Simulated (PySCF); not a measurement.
SMILES c1ccc(-c2ccccc2)cc1 at its GFN2-xTB optimised geometry (Å):

```
22

C     -3.5240     0.0071     0.0179
C     -2.8320    -0.8794    -0.7902
C     -1.4496    -0.8843    -0.7928
C     -0.7355     0.0023     0.0098
C      0.7355     0.0006     0.0056
C      1.4448    -1.1981     0.0000
C      2.8273    -1.1981     0.0000
C      3.5240    -0.0014     0.0000
C      2.8290     1.1965     0.0025
C      1.4466     1.1983     0.0079
C     -1.4419     0.8912     0.8167
C     -2.8244     0.8910     0.8221
H     -4.6041     0.0090     0.0210
H     -3.3727    -1.5690    -1.4224
H     -0.9149    -1.5669    -1.4376
H      0.9066    -2.1349     0.0161
H      3.3642    -2.1357     0.0012
H      4.6041    -0.0021    -0.0019
H      3.3673     2.1333    -0.0012
H      0.9096     2.1357    -0.0065
H     -0.9013     1.5718     1.4585
H     -3.3589     1.5823     1.4576
```

Calculation: PBE/def2-SVP (PySCF). Cells within 0.4 Å of a nucleus heavier than hydrogen are left out (blank, or x).

Map of the electrostatic potential (hartree/e), clipped to [-0.08, 0.12] on the plane z = 0.8 Å:

```
|11111111111111111111111111111|
|11111111111111111111111111111|
|11111111111111111111111111111|
|11111111111111111111111111111|
|11111111111111111111111111111|
|11111111111111111111111111111|
|11111111111111111111111111111|
|11111111111111222212222211111|
|11111111111112223222232211111|
|11111122211222344322343211111|
|11111236755775346645653211111|
|11122259999999459999973211111|
|11222379xx9x99569999983222111|
|11224599999x99999967998432211|
|11235799999999999745999643211|
|11223489733599899967998432211|
|11111122111123359999983222111|
|11111100000001249999973211111|
|11111100000001246645653211111|
|11111100000001244322343211111|
|11111110000011222222232211111|
|11111111111111122111222111111|
|11111111111111111111111111111|
|11111111111111111111111111111|
|11111111111111111111111111111|
|11111111111111111111111111111|
|11111111111111111111111111111|
|11111111111111111111111111111|
|11111111111111111111111111111|
```
Scale: ten equal steps from -0.021 (start of '0') to 0.120 (end of '9'), in the order '0123456789'; x runs from -7.00 to 7.00, y from -7.00 (bottom) to 7.00 (top).
